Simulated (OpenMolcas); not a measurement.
Computed levels of 5d in ions with 69 electrons, in cm-1 above ²D_3/2.

| Item | Value |
| --- | --- |
| Program | OpenMolcas 26.06 |
| Method | RASSCF |
| Basis | ANO-R2 |
| Scalar Hamiltonian | X2C, finite nucleus |
| Spin-orbit coupling | state interaction with AMFI integrals over the reference wave functions, term energies averaged over their components |

Active space for each ion: 7 electrons in 8 orbitals (RAS1 5p, at most 2 holes; RAS2 5d).

```json
{"Level": "²D_5/2", "Ta4+": "8287", "W5+": "10626", "Os7+": "14669"}
```

**Question.** Estimate ²D_5/2 for Re6+ from its neighbours W5+ and Os7+.

**Answer.** ²D_5/2 is fine structure, which grows about as the fourth power of a screened charge, so the fourth roots are averaged: ((10626^0.25 + 14669^0.25) / 2)^4 = 12526. The calculation gives 12209, so the estimate is off by +2.6 %.

Without dynamic correlation excited terms often stand tens of per cent too high (terms of higher spin than the ground term too low), and those without a measured partner can miss by more than the paired ones. Active for correlation alone: 5p; no level in the range computed is led by a configuration that opens it, so any true level of that kind is missing. Levels of configurations outside the active space are missing.
